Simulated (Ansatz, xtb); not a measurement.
# C4H3ClN2: 3 structures ranked

3 gas-phase structures of C4H3ClN2, from a drawn sample of its isomers (lower ones may exist). Each was relaxed with GFN2-xTB:

A. `Clc1cncnc1`, a singlet
B. `Clc1ncccn1`, a singlet
C. `Clc1ccncn1`, a singlet

Question: Estimate their order in r2SCAN-D4/def2-SVP energy at these geometries, lowest first.

Answer: Calculated order at r2SCAN-D4/def2-SVP: C (0.000), B (0.026), A (0.159) eV. Less than 1 kcal/mol parts C and B, so the order within that pair means little.

Energies above the lowest of each column, in eV; the last columns are at B3LYP/def2-SVP geometries:

| structure | GFN2-xTB | HF/STO-3G | r2SCAN-D4/def2-SVP | B3LYP/def2-SVP | CCSD(T)/def2-SVP + ΔMP2/def2-TZVPP |
| --- | --- | --- | --- | --- | --- |
| C | 0.000 | 0.000 | 0.000 | 0.000 | 0.000 |
| B | 0.012 | 0.035 | 0.026 | 0.023 | 0.051 |
| A | 0.097 | 0.079 | 0.159 | 0.146 | 0.122 |

Every level run on C puts it lowest or level with the lowest. ΔMP2 is the change of the MP2 energy from the smaller to the larger basis.

Programs: Ansatz 0.2.0, xtb 6.7.1.
